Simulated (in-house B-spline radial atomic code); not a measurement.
The numbers below are computed, except where a source is named.
# Building a PAW d channel for Ti, r_c = 2.45 bohr

Ti, [Ar] 3d2 4s2, non-relativistic PBE, spherical and spin-unpolarised, from a B-spline radial code for spherical atoms (atomic units; all potentials screened as in the neutral atom).

Two all-electron partial waves φ1, φ2 are integrated outwards at E1 = ε(3d) = -0.162276 and E2 = E1 + 1 hartree; φ1 is the bound orbital and φ2 has unit norm inside r_c = 2.4509 bohr. Smooth partners are polynomials, r^3(a0 + a1 r² + a2 r⁴ + a3 r⁶), matched to φ and three derivatives at r_c, with no condition on the norm. The local potential is -3.6358 + (1.3989) r² + (-0.22757) r⁴ + (0.0136468) r⁶ inside 2.0186 bohr and the all-electron one outside.

```tsv
wave	φ(r_c)	φ'(r_c)	a0	a1	a2	a3
1	0.4135107	-0.2198992	0.2974464	-0.09930424	0.01234322	-0.0005454629
2	1.098163	0.5613203	-0.01810719	0.06167134	-0.01102026	0.0005531265
```

Inside r_c the overlaps are <φi φj> = [[0.84256, -0.23680], [-0.23680, 1.00000]] and, for the smooth waves, [[0.28146, 0.32454], [0.32454, 0.50759]]. With χj = (Ej − T − V_local) applied to smooth wave j, the program's quadrature gives the matrix B_ij = <smooth i, χj> as [[-0.19131, 0.36593], [-0.19542, 0.31037]].

Q: Check the match of the first wave, and find the augmentation charges q_ij.

A: At r_c the four terms are 4.37911, -8.78205, 6.55704, -1.74059, which sum to 0.4135, φ1(r_c) to rounding. q_ij is the all-electron overlap less the smooth one: [[0.56111, -0.56134], [-0.56134, 0.49241]]. The smooth first wave has a norm of 0.2815 inside r_c against 0.8426, and q11 > 0 puts back the missing charge.

Q: B isn't symmetric. Show that D_ij = B_ij + Ej q_ij is.

A: Integrating by parts gives B12 − B21 = (E1 − E2) q12: 0.36593 − (-0.19542) = 0.56134, and −1 × (-0.56134) = 0.56134. So D12 = 0.36593 + (0.837724)(-0.56134) = -0.10432 and D21 = -0.19542 + (-0.162276)(-0.56134) = -0.10432; D11 = -0.28236, D22 = 0.72288. The projectors, p = (B⁻¹)ᵀ χ, are dual to the smooth waves; det B = 0.012.

Solving (T + V_local + Σ p D p) ψ = E (1 + Σ p q p) ψ in a sphere of 9 bohr, whose wall lifts the free-atom level a little, gives these levels:

| all-electron | one projector | two projectors |
| --- | --- | --- |
| -0.162217 | -0.162217 | -0.162217 |
| 0.103685 | 0.111848 | 0.103899 |
| 0.375352 | 0.417344 | 0.375845 |
| 0.794481 | 0.911839 | 0.794494 |
| 1.343590 | 1.585140 | 1.347230 |

Q: What does the second projector gain?

A: With one projector the errors are 0.00, +8.16, +41.99, +117.36, +241.55 millihartree. With two the errors are 0.00, +0.21, +0.49, +0.01, +3.64 millihartree. The scattering is exact at E1 and at E2 = 0.838, and over all levels compared the largest error is 3.6 millihartree. The lowest eigenvalue of the overlap operator is 1 with one and 0.9219 with two projectors. The smooth orbital alone needs a cutoff of 8.49 hartree for 1 millihartree of kinetic energy, against 20 for a norm-conserving Troullier-Martins orbital of the same radius; part of the gain comes from giving up the norm, part from the simpler form.
